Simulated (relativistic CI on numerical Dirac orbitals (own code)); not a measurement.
# Spin-allowed bands of a d2 ion in an octahedral site, by hand

Problem. Take Δ = 18480 cm⁻¹ and B = 880 cm⁻¹ for a d2 ion in an octahedral site. Calculate the three spin-allowed bands.

Working.
1. The terms of highest spin are 3F (energy 0) and 3P (15B = 13200 cm⁻¹). Here the F term splits into A2 at +1.2Δ = 22176, T2 at +0.2Δ = 3696 and T1 at −0.6Δ = -11088 cm⁻¹.
2. The two T1 states mix through the element 0.4Δ: H = [[-11088, 7392], [7392, 13200]], with roots ½(H₁₁ + H₂₂) ∓ ½√[(H₂₂ − H₁₁)² + 4H₁₂²] = ½(2112) ∓ ½(28434) = -13161 and 15273 cm⁻¹.
3. The ground term is 3T1 at -13161 cm⁻¹.
4. Bands: 3T2 16857 cm⁻¹ (593 nm), 3T1(P) 28434 cm⁻¹ (352 nm), 3A2 35337 cm⁻¹ (283 nm).

Check. Exact diagonalisation of the whole d2 shell with these parameters gives 3T2 16857, 3T1 28434, 3A2 35337 cm⁻¹. The match is exact, since without spin-orbit coupling no other term has this spin. The ratio of the second band to the first, 1.687, depends on Δ/B = 21.0 alone, which is how a Tanabe-Sugano diagram is read.
